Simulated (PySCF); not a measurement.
C5H9O, SMILES C(C(C)C)[C]=O, multiplicity 2. The structure is a stationary point at PBE0-D3(BJ)/def2-SVP. The isomer is the one that the SMILES or the coordinates give; other isomers of the formula were not compared. The values are those of a single conformer.

Computed equilibrium geometry at PBE0-D3(BJ)/def2-SVP (PySCF confirms it by a frequency run) as Cartesian coordinates in Å (one conformer of several):
```xyz
15

C     -1.4355     1.5080     0.6556
C     -0.6058     0.2622     0.3689
C     -1.3587    -0.7176    -0.5234
C      0.7436     0.6577    -0.2403
C      1.7634    -0.4410    -0.3426
O      1.6922    -1.5632     0.0190
H     -2.3969     1.2423     1.1216
H     -0.9125     2.1990     1.3352
H     -1.6588     2.0569    -0.2744
H     -0.3914    -0.2431     1.3274
H     -1.5877    -0.2613    -1.5011
H     -2.3140    -1.0117    -0.0625
H     -0.7752    -1.6326    -0.6986
H      1.2324     1.4573     0.3443
H      0.6245     1.0836    -1.2529
```
Charge 0, spin multiplicity 2.
